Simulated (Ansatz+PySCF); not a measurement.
The numbers below are computed, except where a source is named.
Input for PySCF 2.14.0:

```python
from pyscf import gto, scf, cc

mol = gto.M(atom="""
Be 0.000000 0.000000 0.000000
B 0.791450 1.055260 2.284710
""", basis='6-31g', charge=0, spin=3)
mf = scf.UHF(mol)
mf.kernel()
mycc = cc.CCSD(mf, frozen=1).run()
et = mycc.ccsd_t()
print(mf.e_tot, mycc.e_corr, et, mycc.e_tot + et)
```

The script is written out from the run's settings.

Output:

```json
{
  "Converged": "yes",
  "Reference energy": "-39.06226 hartree",
  "CCSD correlation energy": "-0.05523 hartree",
  "Triples correction": "-0.00267 hartree",
  "Total energy": "-39.12016 hartree",
  "Spin squared of the determinant": "3.773"
}
```

Caution: large amplitudes, a single reference is doubtful; another spin multiplicity may lie lower.
